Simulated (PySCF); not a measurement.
Stepwise substitution at one centre (Ge SH-H). Gas-phase values, no solvent. One relaxed conformer stands for each flexible species; it need not be the lowest. Strings in code marks are SMILES.

Level of theory: r2SCAN-D4/def2-TZVP run with PySCF. Excitations are Tamm–Dancoff values on a coarser integration grid. The basis has no diffuse functions, so Rydberg states are missing or too high.

```
species                                                                                    S1–T1 gap (TDA) (eV)  S1 oscillator strength  S1 excitation (TDA) (eV)  HOMO–LUMO gap (eV)
-----------------------------------------------------------------------------------------  --------------------  ----------------------  ------------------------  ------------------
0 of 4 SH replaced by H (`[SH][Ge]([SH])([SH])[SH]`)                                                          …                   0.013                      4.72                4.58
1 of 4 SH replaced by H                                                                                    0.44                   0.017                      4.95                4.82
2 of 4 SH replaced by H (`[SH][GeH2][SH]` (H–S–Ge–S torsion -145°, S–Ge–S–H torsion 59°))                  0.54                       …                      5.49                   …
3 of 4 SH replaced by H (`[SH][GeH3]`)                                                                     0.61                   0.018                      5.89                   …
4 of 4 SH replaced by H (`[GeH4]`)                                                                            –                       –                         –                9.48
```

Question: Fill in the missing entries.

Answer: 
- 0 of 4 SH replaced by H (`[SH][Ge]([SH])([SH])[SH]`), S1–T1 gap (TDA) (eV): 0.41
- 2 of 4 SH replaced by H (`[SH][GeH2][SH]` (H–S–Ge–S torsion -145°, S–Ge–S–H torsion 59°)), S1 oscillator strength: 0.019
- 2 of 4 SH replaced by H (`[SH][GeH2][SH]` (H–S–Ge–S torsion -145°, S–Ge–S–H torsion 59°)), HOMO–LUMO gap (eV): 5.33
- 3 of 4 SH replaced by H (`[SH][GeH3]`), HOMO–LUMO gap (eV): 5.77
